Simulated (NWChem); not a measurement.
## Which level was it?

The species is C2H5AlBrCl (10 atoms), meant as a singlet with charge 0. As SMILES, `C[CH2][Al]([Cl])[Br]`. Geometry: relaxed at PBE0-D4/def2-TZVP. This is one conformer, not always the lowest.

```xyz
10

C    -0.4256    0.1126    1.2946
C     0.3546   -0.5792    0.1795
Al    0.2623    0.2495   -1.5727
Cl    1.2707   -0.5738   -3.2107
Br   -0.9246    2.1265   -1.9426
H    -1.4924    0.1695    1.0669
H    -0.3208   -0.4189    2.2445
H    -0.0821    1.1374    1.4528
H     0.0226   -1.6176    0.0548
H     1.4186   -0.6572    0.4358
```

A calculation with NWChem 7.3.0 gave:

```
total energy  : -3355.8858 Eh
dipole moment : 2.39 D
HOMO energy   : -7.95 eV
LUMO energy   : -1.19 eV
HOMO–LUMO gap : 6.76 eV
largest force : 0.393 eV/Å
```

**Question.** Which of these levels gave the numbers?
A. HF/3-21G
B. HF/STO-3G
C. B3LYP/6-31G* (spherical functions)
D. B3LYP/6-31G* (Cartesian functions)

**Answer.** D. The others give -3316.1867 Eh (HF/STO-3G), -3355.8711 Eh (B3LYP/6-31G* (spherical functions)), -3336.3007 Eh (HF/3-21G).
